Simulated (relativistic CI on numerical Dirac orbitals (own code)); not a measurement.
# Er XVII: sensitivity of the levels to the model

Base calculation: Dirac-Coulomb-Breit CI, separate exchange-only KLI orbitals for each configuration, QED by a radiative potential, unscaled Slater integrals.

Configuration list (outside the closed core [Ar] 3d10 4p6 4d10): 4s2 4f6, 4s2 4f5 5s, 4s2 4f4 5s2, 4s2 4f5 6s, 4s 4f7, 4f8. Levels of other configurations are missing.

Variants: (1) only the first 3 configurations; (2) one mean potential for all configurations. Shifts of the energy above 4s2 4f6 7F_0, in cm⁻¹, for the lowest level and the first level of each name with at least 55 % of one term (blank where a level changes its place among those of its configuration and J or its character, or is not in the variant):

| Level | Base | Δ(1) | Δ(2) |
| --- | --- | --- | --- |
| 4s2 4f6 7F_0 | 0.0 | 0.0 | 0.0 |
| 4s2 4f6 7F_1 | 1253.5 | -2.7 | -96.3 |
| 4s2 4f6 7F_2 | 3207.7 | -5.3 | -209.4 |
| 4s2 4f6 7F_3 | 5499.3 | -7.2 | -310.5 |
| 4s2 4f6 7F_4 | 7924.7 | -8.0 | -392.3 |
| 4s2 4f6 7F_5 | 10360.3 | -7.8 | -453.0 |
| 4s2 4f6 7F_6 | 12708.2 | -6.0 | -488.9 |
| 4s2 4f6 5D_0 | 29636.0 | +51.9 | +793.6 |
| 4s2 4f6 5D_1 | 34611.4 | +43.2 | +540.3 |
| 4s2 4f6 5D_2 | 40847.4 | +39.4 | +348.9 |
| 4s2 4f6 5L_6 | 44592.2 | +2.1 | +650.2 |
| 4s2 4f6 5L_7 | 47642.9 | -5.0 | +446.2 |
| 4s2 4f6 5D_3 | 47674.9 | +38.9 | +216.4 |
| 4s2 4f6 5G_2 | 49883.6 | +46.0 | +597.2 |

At this charge transitions that keep the count of f electrons are usually good to a few per cent. Terms inside the open d or f shell come out 10 to 20 % too wide with unscaled integrals. Levels that differ in their count of f electrons can be misplaced by several ten thousand cm⁻¹, since the correlation energy of f electrons is missing or only estimated; rates across such gaps can be off by orders of magnitude.

Ionisation energy from one configuration of each of the two ions, the ground ones as tabulated or assumed: base 364.268 eV. The NIST ASD value (theoretical) is 381 ± 19 eV.

LS names give the leading component of a level, which can be under half, so a name can repeat, a term be missing and a line seem to break the LS rules.
